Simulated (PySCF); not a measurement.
# Where the electron goes

C2H5ClO2Si.
Atom-mapped SMILES: `[CH3:1][C:2](=[O:3])[O:4][SiH2:5][Cl:6]` (hydrogens: H7, H8, H9 on C1; H10, H11 on Si5)

Structure used (GFN2-xTB), in Å, numbered top down from 1:
```
atom  x, y, z in Å
C1    -1.909    0.127    0.466
C2    -0.621    0.354   -0.268
O3    -0.481    1.039   -1.242
O4     0.401   -0.304    0.283
Si5    1.951   -0.253   -0.301
Cl6    2.880   -1.443    1.000
H7    -2.710    0.679   -0.015
H8    -2.136   -0.937    0.472
H9    -1.796    0.452    1.498
H10    1.976   -0.819   -1.640
H11    2.450    1.109   -0.215
```

Method: TDDFT PBE0/def2-SVPD, vertical, gas phase, core orbitals frozen in the response (PySCF 2.14.0, density-fitted response routines).

Kohn–Sham orbitals with the atoms that hold most of them (Löwdin shares over 4%, at most four atoms; ? is withheld):

```csv
orbital,ε (eV),atoms
LUMO+2,0.37,"Si5 36%, Cl6 31%, O4 8%, H11 7%"
LUMO+1,0.10,"Si5 33%, Cl6 16%, H11 11%, H10 11%"
LUMO,-0.24,?
HOMO,?,"O3 66%, O4 10%, C1 8%, C2 8%"
HOMO-1,-9.22,?
HOMO-2,-9.75,"O3 33%, O4 29%, Cl6 25%, C2 9%"
HOMO-3,-9.88,"Cl6 77%, Si5 10%, O4 5%"
```

**Question.** Which atoms hold the LUMO, and with what shares?

**Answer.** C2 (bonded to C and 2 O) 37%; O3 (bonded to C) 30%; O4 (bonded to C and Si) 12%; C1 (bonded to C and 3 H) 8%. By element: carbon 45%, oxygen 41%.

**Question.** Give the leading atoms of the HOMO-1.

**Answer.** Cl6 (bonded to Si) 39%; Si5 (bonded to Cl, O and 2 H) 22%; H10 (bonded to Si) 12%; H11 (bonded to Si) 12%. By element: chlorine 39%, hydrogen 25% or more, silicon 22%.

**Question.** What is the HOMO energy, and the HOMO–LUMO gap?

**Answer.** ε(HOMO) = -8.42 eV; the gap is 8.17 eV (0.3003 hartree).

**Question.** How does S1 compare with the orbital gap of 8.17 eV?

**Answer.** S1 is at 5.84 eV (f = 0.0009), 2.34 eV below the gap, made of HOMO→LUMO (98%). 

**Question.** Give energy, strength and leading configuration of S1, S2, S4 and S5, and follow the Löwdin shares of the leading atoms from the occupied to the empty orbital.

**Answer.** 
- S1 (5.84 eV, f 0.0009), HOMO→LUMO (98%): O3 66% → 30%, O4 10% → 12%, C2 8% → 37%; low, almost dark, from the terminal oxygen into the C=O bond, the pattern of n→π*
- S2 (7.34 eV, f 0.028), HOMO→LUMO+1 (94%): O3 66% → at most 12%, O4 10% → at most 12%, Si5 at most 8% → 33%, Cl6 at most 8% → 16%
- S4 (7.91 eV, f 0.015), HOMO-1→LUMO+1 (88%): Cl6 39% → 16%, Si5 22% → 33%
- S5 (7.97 eV, f 0.051), HOMO-1→LUMO (89%): Cl6 39% → at most 9%, Si5 22% → at most 9%, C2 at most 13% → 37%, O3 at most 13% → 30%

Löwdin shares depend on the basis, the more so with diffuse functions.

One conformer stands for the species.
